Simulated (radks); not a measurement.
Computed order of ionisation of copper. At each step one electron was removed from each of the four highest sub-shells of the ion before, moves of one valence electron (up to charge 6) and the configuration listed by NIST were tried, and the lowest configuration was kept. Code: a radial shooting solver on a logarithmic mesh with Libxc functionals. Model: scalar-relativistic Kohn-Sham, LDA (Slater exchange, Perdew-Wang correlation), spin-polarised, spherical densities, finite nucleus; Fermi nuclear charge, rms radius of each element as measured or else 0.836 A^(1/3) + 0.57 fm. Open shells are filled with parallel spins first.

| species | lowest configuration found | NIST configuration | margin to the next tried (eV) | IE (eV) | NIST IE (eV) | kind |
|---|---|---|---|---|---|---|
| Cu | [Ar] 3d10 4s1 | same | 1.967 | 8.626 | 7.726 | exp. |
| Cu+ | [Ar] 3d10 | same | 2.866 | 21.439 | 20.292 | exp. |
| Cu2+ | [Ar] 3d9 | same | 8.137 | 38.516 | 36.84 | exp. |
| Cu3+ | [Ar] 3d8 | same | 14.705 | 58.408 | 57.38 | semi-emp. |
| Cu4+ | [Ar] 3d7 | same | 22.296 | 80.654 | 80 | semi-emp. |
| Cu5+ | [Ar] 3d6 | same | 30.710 | 104.93 | 103 | semi-emp. |
| Cu6+ | [Ar] 3d5 | same | 48.126 | 139.10 | 139 | semi-emp. |
| Cu7+ | [Ar] 3d4 | same | 62.475 | 168.34 | 166 | theory |
| Cu8+ | [Ar] 3d3 | same | 63.469 | 199.27 | 198 | theory |
| Cu9+ | [Ar] 3d2 | same | 64.382 | 231.78 | 232.2 | semi-emp. |
| Cu10+ | [Ar] 3d1 | same | 65.238 | 265.76 | 265.3 | exp. |
| Cu11+ | [Ar] | same | 66.083 | 368.09 | 367 | semi-emp. |
| Cu12+ | [Ne] 3s2 3p5 | same | 44.096 | 401.97 | 401.0 | semi-emp. |
| Cu13+ | [Ne] 3s2 3p4 | same | 43.974 | 435.99 | 436 | semi-emp. |

Reference values: NIST Atomic Spectra Database (exp. = measured, semi-emp. = semi-empirical, theory = theoretical value adopted there). Open shells are spherical and high-spin; term and fine-structure splittings are not resolved.
